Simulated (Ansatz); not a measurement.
# Molecular dynamics, step by step

SiH5SeF, singlet, CAM-B3LYP-D4/def2-SVP (Ansatz 0.2.0). Settings (timestep in fs, temperature in K; T counts 18 degrees of freedom):

```yaml
hamiltonian: {xc: {name: CAM-B3LYP}, dispersion: d4}
md: {n_steps: 60, timestep: 0.75, temperature: 300, ensemble: nvt_nose_hoover, seed: 48, initial_velocities: maxwell_boltzmann}
```

Start, the saddle point found with PBE0-D4 in triple zeta (not stationary at another level):

```
8
angstrom
Si -0.6247 0.1047 -0.5765
F 1.2750 0.1762 -0.8717
H -0.9334 -1.2164 -1.1586
H -1.7084 0.5637 0.3346
H -0.6314 1.1647 -1.6200
H 1.4526 -0.2947 0.1330
Se 0.5623 -0.8948 1.5307
H 0.6079 0.3966 2.2285
```

```tsv
step	time (fs)	potential energy less the start (meV)	kinetic energy (meV)	T (K)
0	0.00	0.0	232.7	300
4	3.00	135.0	100.7	130
8	6.00	104.4	129.6	167
12	9.00	121.3	113.3	146
16	12.00	130.0	106.1	137
20	15.00	-33.4	268.2	346
24	18.00	-95.9	333.7	430
28	21.00	-291.7	527.8	681
32	24.00	-459.7	697.7	900
36	27.00	-721.3	955.2	1232
40	30.00	-837.7	1063.0	1371
44	33.00	-993.6	1201.0	1549
48	36.00	-1051.9	1231.8	1588
52	39.00	-1083.9	1224.2	1579
56	42.00	-1015.0	1112.7	1435
60	45.00	-1142.2	1186.8	1530
```

Step 8, positions (Å) and forces (eV/Å):

```csv
atom,x,y,z,Fx,Fy,Fz
Si1,-0.613,0.108,-0.586,-0.561,0.405,0.590
F2,1.245,0.183,-0.876,0.403,-0.206,0.191
H3,-0.851,-1.223,-1.136,-0.284,-0.259,-0.209
H4,-1.737,0.582,0.365,0.634,-0.212,-0.663
H5,-0.502,1.161,-1.611,-0.580,0.296,-0.238
H6,1.406,-0.363,0.101,0.308,0.065,0.190
Se7,0.564,-0.897,1.535,-0.003,-0.191,0.046
H8,0.599,0.417,2.178,0.083,0.102,0.092
```

Step 12, positions (Å) and forces (eV/Å):

| atom | x | y | z | Fx | Fy | Fz |
| --- | --- | --- | --- | --- | --- | --- |
| Si1 | -0.609 | 0.112 | -0.587 | 0.412 | -0.458 | -1.518 |
| F2 | 1.233 | 0.185 | -0.877 | 0.394 | -0.232 | 0.272 |
| H3 | -0.848 | -1.286 | -1.160 | -0.101 | 0.877 | 0.232 |
| H4 | -1.674 | 0.565 | 0.300 | -0.401 | 0.208 | 0.312 |
| H5 | -0.500 | 1.209 | -1.648 | -0.618 | -0.408 | 0.348 |
| H6 | 1.420 | -0.390 | 0.105 | 0.130 | 0.106 | 0.269 |
| Se7 | 0.564 | -0.899 | 1.538 | 0.094 | 0.424 | 0.283 |
| H8 | 0.604 | 0.455 | 2.173 | 0.092 | -0.517 | -0.199 |

Step 24, positions (Å) and forces (eV/Å):

| atom | x | y | z | Fx | Fy | Fz |
| --- | --- | --- | --- | --- | --- | --- |
| Si1 | -0.588 | 0.119 | -0.620 | -0.121 | 1.382 | 0.265 |
| F2 | 1.201 | 0.187 | -0.873 | -0.970 | 0.403 | -0.174 |
| H3 | -0.905 | -1.161 | -1.154 | -0.361 | -1.135 | -0.336 |
| H4 | -1.714 | 0.628 | 0.347 | 1.028 | -0.421 | -0.414 |
| H5 | -0.741 | 1.161 | -1.629 | -0.038 | 0.416 | -0.614 |
| H6 | 1.453 | -0.456 | 0.318 | -0.048 | -0.405 | 0.780 |
| Se7 | 0.568 | -0.902 | 1.545 | 0.480 | -0.666 | 0.185 |
| H8 | 0.665 | 0.423 | 2.119 | 0.030 | 0.427 | 0.308 |

Last step (60):

Si1  (-0.587, 0.208, -0.875)
F2  (0.989, 0.292, -0.930)
H3  (-1.064, -1.151, -0.790)
H4  (-0.916, 1.105, 0.280)
H5  (-1.071, 0.920, -2.092)
H6  (2.050, -1.435, 2.058)
Se7  (0.605, -0.949, 1.628)
H8  (0.784, 0.339, 2.270)
(Å)

Hardware: 4 CPU threads of an AMD EPYC, shared host. Wall time about 2.9 min.
